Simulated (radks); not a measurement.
Excited configurations of Gd3+: one electron is placed in a higher orbital outside [Xe] 4f6. The ground configuration is [Xe] 4f7. Method: scalar-relativistic Kohn-Sham, SCAN, spin-polarised, spherical densities, finite nucleus; open shells are filled with parallel spins first (spin-orbit coupling, left out, can overturn this in heavy ions); meta-GGA in the generalised Kohn-Sham scheme; Fermi nuclear charge, rms radius 5.1569 fm; computed with a radial shooting solver on a logarithmic mesh with Libxc functionals. Excitation = E - E(ground); binding = E(ion) - E, where the ion is the core of charge +4; n* = 4/sqrt(2 binding) in atomic units, and the quantum defect is n - n*.

\begin{tabular}{lrrrrrr}
outer orbital & excitation (eV) & binding (eV) & n* & quantum defect & eigenvalue (eV) & <r> (bohr) \\ \hline
5f & 31.776 & 14.070 & 3.933 & 1.067 & -11.842 & 4.173 \\
6d & 30.274 & 15.572 & 3.739 & 2.261 & -13.712 & 4.684 \\
6f & 36.651 & 9.195 & 4.866 & 1.134 & -8.008 & 7.388 \\
7d & 36.194 & 9.652 & 4.749 & 2.251 & -8.598 & 7.904 \\
7f & 39.423 & 6.423 & 5.822 & 1.178 & -5.678 & 11.35 \\
\end{tabular}

The Delta-SCF ionisation energy is 45.846 eV (NIST Atomic Spectra Database: 44.4 eV, semi-empirical). Self-interaction in the functional shifts the binding energies and quantum defects, so they are the method's values and not measured ones. Open shells are spherical and high-spin; term and fine-structure splittings are not resolved. Spin-orbit splitting is averaged out at the scalar-relativistic level.
